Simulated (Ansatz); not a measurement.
A structure relaxed at r2SCAN-D4/def2-SVPD in Ansatz, charge -1, singlet:

Cartesian coordinates in Å:
```
B -1.464 -0.277 0.640
B 0.806 -0.612 -1.498
B -0.018 0.800 1.044
B -0.980 -0.098 -1.286
B -1.141 1.174 -0.177
B 0.438 0.971 -0.773
B 0.030 -0.902 1.568
B 1.637 0.350 0.440
H 1.255 -1.622 -1.008
H -1.669 0.049 -2.269
H 2.288 1.359 0.690
H -2.539 -0.264 1.194
H 0.700 -1.829 1.174
H -1.926 2.073 -0.292
H 0.830 1.969 -1.333
H 0.025 1.665 1.888
H -0.256 -0.991 2.747
H -0.461 -1.258 -1.344
H 1.105 -0.480 -2.670
H 2.332 -0.623 0.533
H -0.991 -1.453 0.732
```

Task: Give its formula and point group.

Result: the cluster B8H13⁻. Point group Cs (tolerance 0.1 Å).

Task: Summarise the bond lengths by kind (pairs closer than 1.2 times the sum of covalent radii, bridged metal pairs left out).

Result: 14 × B–B 1.70 to 1.99 Å; 13 × B–H 1.20 to 1.27 Å.

Another isomer (singlet) lies 1.45 eV lower at PBE0-D4/def2-TZVPD; other spin states weren't run for this one.
